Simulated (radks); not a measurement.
The table gives one normalised radial function P(r) = r R(r) of Tl2.5+ in [Xe] 4f14 6s(up 0.5, down 0.5) 5d(up 5, down 4.5) (r in bohr). Calculated with a radial shooting solver on a logarithmic mesh with Libxc functionals: scalar-relativistic Kohn-Sham, PBE, spin-polarised, spherical densities, finite nucleus; Fermi nuclear charge, rms radius 5.4759 fm.

r,P
0.002358,0.0001
0.00317,0.0002
0.004262,0.0005
0.00573,0.0011
0.007704,0.0023
0.01036,0.0051
0.01393,0.0107
0.01872,0.0221
0.02517,0.0440
0.03384,0.0826
0.0455,0.1441
0.06118,0.2260
0.08225,0.3041
0.1106,0.3207
0.1487,0.2004
0.1999,-0.0774
0.2687,-0.3852
0.3642,-0.4659
0.4897,-0.1527
0.6584,0.4039
0.8852,0.8572
1.19,0.9579
1.6,0.7441
2.151,0.4238
2.892,0.1717
3.889,0.0453
5.228,0.0066
7.029,0.0004

Which n and l does it have? It may be an empty orbital.

Answer. n = 5, l = 2: the number of nodes gives n - l - 1 = 2, the rise at small r (about r^(l+1), flatter next to the nucleus through relativity) gives l, and the extent must fit the shell. The curve is that of 5d down; the table hardly tells the two spins apart. 5d down: eigenvalue -40.014 eV, 2 radial nodes at r = 0.186, 0.534 bohr, <r> = 1.34 bohr, 90 % of the charge inside 2.02 bohr.
